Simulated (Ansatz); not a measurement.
Start from `[O]=[W](=[O])([OH])[F]` and change one atom or group to get `[NH2][W](=[O])(=[O])[F]`.

Ansatz, PBE0-D4/def2-TZVP geometries, multiplicity 1. Each molecule was computed in one conformer, which needn't be the lowest.

Elements past krypton have def2 core potentials.

| property | `[O]=[W](=[O])([OH])[F]` |
| --- | --- |
| size of the dipole moment (B3LYP/def2-TZVPP) / D | 3.27 |
| HOMO energy (PBE0/def2-TZVPP) / eV | -9.34 |
| HOMO–LUMO gap (PBE/def2-TZVPP) / eV | 4.94 |
| HOMO–LUMO gap (PBE0/def2-TZVPP) / eV | 7.36 |
| HOMO energy (B3LYP/def2-TZVPP) / eV | -9.08 |
| LUMO energy (PBE0/def2-TZVPP) / eV | -1.98 |

(1) What does the change do to each property? (An estimate is asked.)

Answers

(1) The calculation gave: 
```csv
property,`[NH2][W](=[O])(=[O])[F]`,shift
size of the dipole moment (B3LYP/def2-TZVPP) / D,4.13,0.86
HOMO energy (PBE0/def2-TZVPP) / eV,-9.05,0.29
HOMO–LUMO gap (PBE/def2-TZVPP) / eV,4.99,0.05
HOMO–LUMO gap (PBE0/def2-TZVPP) / eV,7.39,0.03
HOMO energy (B3LYP/def2-TZVPP) / eV,-8.81,0.27
LUMO energy (PBE0/def2-TZVPP) / eV,-1.66,0.32
```

The zero-point energy changes by 32.8 kJ/mol with +3 modes. Dipoles are sizes alone; their direction can turn.

B3LYP here is the variant with VWN-RPA as its local correlation; programs differ in this.
